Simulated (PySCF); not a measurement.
# C₆ coefficients of unlike pairs at B97-3

Calculated with PySCF 2.14 from the dipole response of each species, C₆(A,B) = (3/π) ∫ α_A(iu) α_B(iu) du, in atomic units, from isotropic polarisabilities. For ions this is the dispersion term alone; charge-induced terms of lower order in 1/R come first.

```csv
species,configuration,basis,relativity,α (bohr³),C₆ (like pair)
Hg,[Xe] 4f14 5d10 6s2 (1S),def2-TZVPPD with the def2 core potential (60 electrons) (6s6p3d2f1g),core potential,36.49,333.1
I+,[Kr] 4d10 5s2 5p4 (3P),"aug-cc-pwCVTZ-DK3 with one added diffuse shell each of s, p, d, f type (11s10p8d5f1g)",spin-free X2C,20.32,176.7
C+,[He] 2s2 2p1 (2P),dyall-av2z (11s7p2d),none,5.972,14.19
```

(1) Estimate C₆ for C+ with Hg.

No spin-orbit coupling is included.

The other pairs:

| pair | C₆ |
| --- | --- |
| C+, I+ | 50.01 |
| I+, Hg | 238.0 |

## Answers

(1) The integral gives 67.68. The combination rule 2 C_A C_B / (C_A α_B/α_A + C_B α_A/α_B) gives 66.95 and the geometric mean 68.75.
